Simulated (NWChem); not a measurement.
## Atomisation of CH$_{4}$F$_{2}$OSi$_{2}$

```
Si
H 1 1.4921
H 1 1.4942 2 110.79
C 1 1.9395 2 108.09 3 122.29
O 4 1.2044 1 120.11 2 48.36
H 4 1.1251 5 120.49 1 -178.71
Si 1 2.3427 2 109.67 3 -121.32
F 7 1.6186 1 109.25 2 64.79
F 7 1.6195 8 106.98 1 -116.49
H 7 1.4841 8 108.21 9 -116.27
```
Charge 0, spin multiplicity 1.

All runs are NWChem calculations. The geometry was optimised at PBE0/def2-SVP, with no frequency check, so it may be a saddle point. It is one conformer; others weren't searched.

Basis set: def2-SVP. The atomisation energy is electronic alone: no zero-point, thermal, spin-orbit or counterpoise terms. No value is extrapolated to the basis-set limit. Free atoms are single determinants with multiplicities O 3, C 3, Si 3, F 2, H 2.

The structure started from a generated list of species. No SCF solution was tested for a lower state. Open-shell Hartree-Fock references start from PBE0 orbitals.

Task: For the atomisation energy, HF gives 641.3 kcal/mol and BHandHLYP gives 853.1 kcal/mol. What do PBE0, BP86, PBE give?

Result: PBE0: 887.0 kcal/mol; BP86: 918.4 kcal/mol; PBE: 914.7 kcal/mol.
